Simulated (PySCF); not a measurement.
# From a computed spectrum to the compound

A species of 7 atoms with charge 0 has these harmonic modes (PBE0, small Gaussian bases with core potentials, PySCF 2.14.0):

| cm⁻¹ | km/mol | symmetry |
| --- | --- | --- |
| 39 | 13.5 | a1 |
| 127 | 1.9 | e |
| 127 | 1.9 | e |
| 305 | 0.0 | a2 |
| 376 | 270.9 | e |
| 376 | 270.9 | e |
| 489 | 0.0 | e |
| 489 | 0.0 | e |
| 501 | 507.2 | a1 |
| 605 | 184.9 | e |
| 605 | 184.9 | e |
| 629 | 0.0 | a1 |
| 4032 | 190.0 | e |
| 4032 | 190.0 | e |
| 4034 | 0.0 | a1 |

Problem. Which species is it, and in which structure?

Solution. Er(OH)3 (singlet in the valence; each metal's 4f electrons, 11 of them, lie in its core potential, out of spins and levels):
```xyz
7

Er    0.0000    0.0000   -0.0016
O     2.0230    0.0000    0.0050
H     2.9778    0.0000    0.0110
O    -1.0115    1.7519    0.0050
H    -1.4889    2.5788    0.0110
O    -1.0115   -1.7519    0.0050
H    -1.4889   -2.5788    0.0110
```
Ideal gas at 298.15 K and 1 bar: S = 364.3 J/(mol K), Cp = 105.9 J/(mol K), H − H(0 K) = 21.6 kJ/mol (rigid rotor, harmonic modes, spin degeneracy alone, that of the 4f electrons in the core included; the modes under 60 cm⁻¹ make these uncertain). An lcecp potential fixes the number of 4f electrons, so in runs with it no electron can move into or out of that shell.
 This is one of several that fit.
